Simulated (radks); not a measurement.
Species: Ge XXIV. Configuration: [He] 2s2 2p5. Method: scalar-relativistic Kohn-Sham, PBEsol, spin-polarised, spherical densities, finite nucleus; open shells are filled with parallel spins first; Fermi nuclear charge, rms radius 4.0742 fm; computed with a radial shooting solver on a logarithmic mesh with Libxc functionals. Some entries of the table are withheld. Estimate them.

orbital,occ.,eigenvalue (hartree),<r> (bohr),r(max) (bohr)
1s up,1,-444.6846,(1),0.03073
1s down,1,-444.4750,(2),0.03073
2s up,1,(3),0.2037,(4)
2s down,1,(5),0.2040,(6)
2p up,3,-83.08217,0.1768,0.1381
2p down,2,-82.69001,0.1771,0.1383

Answer. 
(1) 1s up <r> (bohr): 0.04697
(2) 1s down <r> (bohr): 0.04695
(3) 2s up eigenvalue (hartree): -88.68075
(4) 2s up r(max) (bohr): 0.1732
(5) 2s down eigenvalue (hartree): -88.35650
(6) 2s down r(max) (bohr): 0.1734
